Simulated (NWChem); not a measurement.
System: CH3F2GaO; SMILES [O]([Ga]([F])[F])C

Here is an NWChem input.

```
start job
memory heap 200 mb stack 900 mb global 1100 mb
geometry units angstroms noautoz
  Ga     0.014368     0.365516    -0.000369
  F      0.918552     1.863816     0.000633
  F     -1.743896     0.448949    -0.000222
  O      0.853678    -1.201359    -0.000163
  C      0.124034    -2.426570    -0.003570
  H      0.391319    -3.014846    -0.908363
  H      0.403211    -3.025561     0.890524
  H     -0.979326    -2.287759     0.004452
end
basis spherical
  * library 6-31g*
end
dft
  xc r2scan
  grid coarse
  iterations 150
  mulliken
end
task dft gradient
```

Excerpt of the output:

```
             Northwest Computational Chemistry Package (NWChem) 7.3.0
             --------------------------------------------------------

 C1  symmetry detected

                             Geometry "geometry" -> ""
                             -------------------------

 Output coordinates in angstroms (scale by  1.889725989 to convert to a.u.)

  No.       Tag          Charge          X              Y              Z
 ---- ---------------- ---------- -------------- -------------- --------------
    1 Ga                  31.0000     0.01569155     0.37061712    -0.00001171
    2 F                    9.0000     0.94990713     1.85037849    -0.00036989
    3 F                    9.0000    -1.74053230     0.48949131     0.00030742
    4 O                    8.0000     0.82323266    -1.21286449     0.00137209
    5 C                    6.0000     0.06902844    -2.42311434    -0.00092398
    6 H                    1.0000     0.32425664    -3.01740461    -0.90526791
    7 H                    1.0000     0.33620656    -3.02687825     0.89362567
    8 H                    1.0000    -1.03130661    -2.26207409     0.00713470

 Effective nuclear repulsion energy (a.u.)     386.5321627529

                                 NWChem DFT Module
                                 -----------------

 Summary of "ao basis" -> "ao basis" (spherical)
 ------------------------------------------------------------------------------
       Tag                 Description            Shells   Functions and Types
 ---------------- ------------------------------  ------  ---------------------
 Ga                          6-31g*                 12       32   5s4p3d
 F                           6-31g*                  6       14   3s2p1d
 O                           6-31g*                  6       14   3s2p1d
 C                           6-31g*                  6       14   3s2p1d
 H                           6-31g*                  2        2   2s

            General Information
            -------------------
          SCF calculation type: DFT
          Wavefunction type:  closed shell.
          No. of atoms     :     8
          No. of electrons :    66
           Alpha electrons :    33
            Beta electrons :    33
          Charge           :     0
          Spin multiplicity:     1
          Use of symmetry is: off; symmetry adaption is: off
          Maximum number of iterations: 150
          AO basis - number of functions:    94
                     number of shells:    42
          Convergence on energy requested:  1.00D-06
          Convergence on density requested:  1.00D-05
          Convergence on gradient requested:  5.00D-04

              XC Information
              --------------
                      r^2SCAN Method XC Functional
               r^2SCAN metaGGA Exchange Functional  1.000
                     r^2SCAN Correlation Potential  1.000

             Grid Information
             ----------------
          Grid used for XC integration:  coarse
          Radial quadrature: Mura-Knowles
          Angular quadrature: Lebedev.
          Tag              B.-S. Rad. Rad. Pts. Rad. Cut. Ang. Pts.
          ---              ---------- --------- --------- ---------
          Ga                  1.30       95           9.0       302
          F                   0.50       35          12.0       302
          O                   0.60       35           7.0       302
          C                   0.70       35          10.0       302
          H                   0.35       35          11.0       302
          Grid pruning is: on
          Number of quadrature shells:   340
          Spatial weights used:  Erf1

      Superposition of Atomic Density Guess
      -------------------------------------

 Sum of atomic energies:       -2235.59936636

      Non-variational initial energy
      ------------------------------

 Total energy =   -2236.462240
 1-e energy   =   -3888.201378
 2-e energy   =    1265.206975
 HOMO         =      -0.372725
 LUMO         =      -0.098298

     ---------------------------------------------
      Total Density - Mulliken Population Analysis
     ---------------------------------------------

    Atom       Charge   Shell Charges
 -----------   ------   -------------------------------------------------------
    1 Ga  31    29.04   2.00  2.00  6.00  2.00  5.99  0.55  0.37  0.00  0.05  6.87  2.97  0.23
    2 F    9     9.72   2.00  0.95  3.48  1.03  2.25  0.01
    3 F    9     9.72   2.00  0.95  3.49  1.03  2.25  0.01
    4 O    8     8.91   2.00  0.93  3.05  0.94  1.98  0.02
    5 C    6     6.19   2.00  0.69  1.81  0.64  1.00  0.05
    6 H    1     0.81   0.48  0.33
    7 H    1     0.81   0.48  0.33
    8 H    1     0.80   0.47  0.33

   convergence    iter        energy       DeltaE   RMS-Dens  Diis-err
 ---------------- ----- ----------------- --------- --------- ---------
 d= 0,ls=0.0,diis     1  -2239.1657433357 -2.63D+03  2.37D-02  1.24D+00
 d= 0,ls=0.0,diis     2  -2238.8509710455  3.15D-01  1.39D-02  5.01D+00
 d= 0,ls=0.0,diis     3  -2239.3090331258 -4.58D-01  1.22D-03  4.04D-02
 d= 0,ls=0.0,diis     4  -2239.3098654668 -8.32D-04  8.44D-04  2.26D-02
 d= 0,ls=0.0,diis     5  -2239.3111387282 -1.27D-03  3.81D-04  2.80D-03
  Resetting Diis
 d= 0,ls=0.0,diis     6  -2239.3113912694 -2.53D-04  1.07D-04  2.37D-04
 d= 0,ls=0.0,diis     7  -2239.3114123987 -2.11D-05  4.97D-05  6.94D-06
 d= 0,ls=0.0,diis     8  -2239.3114098089  2.59D-06  3.42D-05  3.50D-05
 d= 0,ls=0.0,diis     9  -2239.3114130550 -3.25D-06  2.89D-06  1.25D-07
 d= 0,ls=0.0,diis    10  -2239.3114130642 -9.22D-09  1.25D-06  3.50D-08

         Total DFT energy =    -2239.311413064227
      One electron energy =    -3889.303219645523
           Coulomb energy =     1374.504097772136
    Exchange-Corr. energy =     -111.044453943765
 Nuclear repulsion energy =      386.532162752925

 Numeric. integr. density =       65.999979230226

                       DFT Final Molecular Orbital Analysis
                       ------------------------------------

 Vector   31  Occ=2.000000D+00  E=-3.411878D-01
              MO Center= -5.4D-01,  1.0D+00,  2.3D-05, r^2= 2.7D+00
   Bfn.  Coefficient  Atom+Function         Bfn.  Coefficient  Atom+Function
  ----- ------------  ---------------      ----- ------------  ---------------
    50      0.473463  3 F  py                35      0.416360  2 F  px
    54      0.342018  3 F  py                39      0.294392  2 F  px
    49      0.133363  3 F  px                36     -0.128767  2 F  py
    40     -0.103419  2 F  py                53      0.086247  3 F  px
    22     -0.058041  1 Ga d  2              18      0.051615  1 Ga d -2

 Vector   32  Occ=2.000000D+00  E=-2.888371D-01
              MO Center=  3.6D-01, -1.4D+00,  3.1D-03, r^2= 2.2D+00
   Bfn.  Coefficient  Atom+Function         Bfn.  Coefficient  Atom+Function
  ----- ------------  ---------------      ----- ------------  ---------------
    63      0.478651  4 O  px                67      0.340816  4 O  px
    77     -0.219213  5 C  px                10      0.211180  1 Ga s
    94      0.210537  8 H  s                 93      0.186227  8 H  s
    66      0.170887  4 O  s                 12      0.168624  1 Ga py
    64     -0.156507  4 O  py                49      0.138533  3 F  px

 Vector   33  Occ=2.000000D+00  E=-2.676461D-01
              MO Center=  6.1D-01, -1.5D+00, -1.9D-03, r^2= 1.8D+00
   Bfn.  Coefficient  Atom+Function         Bfn.  Coefficient  Atom+Function
  ----- ------------  ---------------      ----- ------------  ---------------
    65      0.547505  4 O  pz                69      0.415865  4 O  pz
    79     -0.201813  5 C  pz                90      0.173622  6 H  s
    92     -0.171614  7 H  s                 89      0.153614  6 H  s
    91     -0.151839  7 H  s                 13      0.149986  1 Ga pz
    37     -0.080066  2 F  pz                51     -0.077644  3 F  pz

 Vector   34  Occ=0.000000D+00  E=-9.201695D-02
              MO Center=  5.6D-03,  3.0D-01, -1.2D-03, r^2= 3.4D+00
   Bfn.  Coefficient  Atom+Function         Bfn.  Coefficient  Atom+Function
  ----- ------------  ---------------      ----- ------------  ---------------
    10      0.697082  1 Ga s                 14     -0.519974  1 Ga s
    66      0.344270  4 O  s                  6     -0.259415  1 Ga s
    49      0.225542  3 F  px                52      0.211862  3 F  s
    38      0.207058  2 F  s                 36     -0.193173  2 F  py
    53      0.186231  3 F  px                64      0.174715  4 O  py

 Vector   35  Occ=0.000000D+00  E=-3.300260D-02
              MO Center=  2.1D-02,  3.3D-01,  9.3D-04, r^2= 3.5D+00
   Bfn.  Coefficient  Atom+Function         Bfn.  Coefficient  Atom+Function
  ----- ------------  ---------------      ----- ------------  ---------------
    13      0.770981  1 Ga pz                17      0.356425  1 Ga pz
     9     -0.220790  1 Ga pz                65     -0.218981  4 O  pz
    69     -0.207644  4 O  pz                37     -0.182156  2 F  pz
    51     -0.182521  3 F  pz                55     -0.161212  3 F  pz
    41     -0.159330  2 F  pz                 5      0.065360  1 Ga pz

 Vector   36  Occ=0.000000D+00  E= 5.522586D-02
              MO Center= -2.7D-01, -6.8D-01,  5.4D-04, r^2= 7.0D+00
   Bfn.  Coefficient  Atom+Function         Bfn.  Coefficient  Atom+Function
  ----- ------------  ---------------      ----- ------------  ---------------
    80      1.054636  5 C  s                 16      0.578919  1 Ga py
    15      0.544597  1 Ga px                94     -0.412935  8 H  s
    92     -0.392571  7 H  s                 90     -0.390553  6 H  s
    38     -0.265911  2 F  s                 14     -0.250896  1 Ga s
    11      0.243834  1 Ga px                10     -0.233684  1 Ga s

     ---------------------------------------------
      Total Density - Mulliken Population Analysis
     ---------------------------------------------

    Atom       Charge   Shell Charges
 -----------   ------   -------------------------------------------------------
    1 Ga  31    29.91   2.00  2.00  6.00  2.00  6.00  0.80  0.86 -0.06  0.09  6.84  2.93  0.46
    2 F    9     9.42   2.00  0.93  3.27  1.05  2.16  0.01
    3 F    9     9.42   2.00  0.93  3.27  1.05  2.16  0.01
    4 O    8     8.55   2.00  0.91  2.86  0.97  1.78  0.02
    5 C    6     6.25   2.00  0.68  2.02  0.61  0.88  0.06
    6 H    1     0.82   0.52  0.30
    7 H    1     0.82   0.52  0.30
    8 H    1     0.82   0.52  0.30

     -------------------------------------------
      Total Density - Lowdin Population Analysis
     -------------------------------------------

    Atom       Charge   Shell Charges
 -----------   ------   -------------------------------------------------------
    1 Ga  31    30.47   2.00  2.00  6.00  1.96  5.90  0.58  0.98  0.14  0.29  6.66  3.06  0.90
    2 F    9     9.22   1.99  0.93  3.15  0.84  2.29  0.02
    3 F    9     9.23   1.99  0.93  3.15  0.85  2.29  0.02
    4 O    8     8.29   1.99  0.85  2.72  0.66  2.02  0.04
    5 C    6     6.21   1.99  0.55  1.82  0.44  1.29  0.12
    6 H    1     0.87   0.50  0.37
    7 H    1     0.87   0.50  0.37
    8 H    1     0.86   0.50  0.36

     Multipole analysis of the density
     ---------------------------------

     L   x y z        total         alpha         beta         nuclear
     -   - - -        -----         -----         ----         -------
     0   0 0 0     -0.000000    -33.000000    -33.000000     66.000000

     1   1 0 0     -0.144543     -0.072272     -0.072272      0.000000
     1   0 1 0     -0.842650     -0.421325     -0.421325      0.000000
     1   0 0 1     -0.001221     -0.000611     -0.000611     -0.000000

     2   2 0 0    -32.314069    -91.373782    -91.373782    150.433496
     2   1 1 0      0.416679      0.784754      0.784754     -1.152829
     2   1 0 1     -0.000276     -0.000523     -0.000523      0.000770
     2   0 2 0    -27.343280   -205.813669   -205.813669    384.284058
     2   0 1 1      0.003057     -0.008657     -0.008657      0.020370
     2   0 0 2    -25.264786    -15.521652    -15.521652      5.778518

            General Information
            -------------------
          SCF calculation type: DFT
          Wavefunction type:  closed shell.
          No. of atoms     :     8
          No. of electrons :    66
           Alpha electrons :    33
            Beta electrons :    33
          Charge           :     0
          Spin multiplicity:     1
          Use of symmetry is: off; symmetry adaption is: off
          Maximum number of iterations: 150
          AO basis - number of functions:    94
                     number of shells:    42
          Convergence on energy requested:  1.00D-06
          Convergence on density requested:  1.00D-05
          Convergence on gradient requested:  5.00D-04

              XC Information
              --------------
                      r^2SCAN Method XC Functional
               r^2SCAN metaGGA Exchange Functional  1.000
                     r^2SCAN Correlation Potential  1.000

             Grid Information
             ----------------
          Grid used for XC integration:  coarse
          Radial quadrature: Mura-Knowles
          Angular quadrature: Lebedev.
          Tag              B.-S. Rad. Rad. Pts. Rad. Cut. Ang. Pts.
          ---              ---------- --------- --------- ---------
          Ga                  1.30       95           9.0       302
          F                   0.50       35          12.0       302
          O                   0.60       35           7.0       302
          C                   0.70       35          10.0       302
          H                   0.35       35          11.0       302
          Grid pruning is: on
          Number of quadrature shells:   340
          Spatial weights used:  Erf1

          Convergence Information
          -----------------------
          Convergence aids based upon iterative change in
          total energy or number of iterations.
          Levelshifting, if invoked, occurs when the
          HOMO/LUMO gap drops below (HL_TOL):  1.00D-02
          DIIS, if invoked, will attempt to extrapolate
          using up to (NFOCK): 10 stored Fock matrices.

                    Damping( 0%)  Levelshifting(0.5)       DIIS
                  --------------- ------------------- ---------------
          dE  on:    start            ASAP                start
          dE off:    2 iters        150 iters           150 iters

                            NWChem DFT Gradient Module
                            --------------------------

  charge          =   0.00
  wavefunction    = closed shell

                         DFT ENERGY GRADIENTS

    atom               coordinates                        gradient
                 x          y          z           x          y          z
   1 Ga      0.029653   0.700365  -0.000022    0.003340  -0.003399  -0.000006
   2 F       1.795064   3.496708  -0.000699    0.006052   0.009422  -0.000002
   3 F      -3.289129   0.925004   0.000581   -0.010799   0.000576   0.000003
   4 O       1.555684  -2.291982   0.002593    0.000363  -0.003858   0.000012
   5 C       0.130445  -4.579022  -0.001746    0.007069   0.009927   0.000003
   6 H       0.612756  -5.702068  -1.710708    0.001122  -0.006224  -0.006685
   7 H       0.635338  -5.719970   1.688708    0.001230  -0.006317   0.006627
   8 H      -1.948887  -4.274700   0.013483   -0.008378  -0.000127   0.000049
```

Level: r2SCAN/6-31G* (spherical d). Coordinates come from a PBE-D3(BJ)/def2-SVP optimisation.
